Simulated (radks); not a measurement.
The numbers below are computed, except where a source is named.
Species: N III. Configuration: [He] 2s1.5 2p1.5 (fractional occupations, a model configuration).

Code: a radial shooting solver on a logarithmic mesh with Libxc functionals. Model: non-relativistic Kohn-Sham, PBE, spin-unpolarised, spherical densities, point nucleus.

Energy parts (hartree):
total: -52.64727
kinetic: 52.53158
electron-nucleus: -117.85570
Hartree: 18.36482
exchange-correlation: -5.68797

Orbitals (lengths in bohr, moments of r in powers of bohr; <r^-3> diverges for s and p1/2; r(max) is where P^2 peaks):
\begin{tabular}{lrrrrr}
orbital & occ. & eigenvalue (hartree) & <r^-3> & r(max) & <r^4> \\ \hline
1s & 2 & -15.55567 & - & 0.1483 & 0.01332 \\
2s & 1.5 & -1.79957 & - & 0.9583 & 4.764 \\
2p & 1.5 & -1.37217 & 4.673 & 0.8637 & 5.428 \\
\end{tabular}

The highest occupied level is 2p at -37.339 eV. The density falls to 0.001 e/bohr^3 at r = 2.71 bohr.
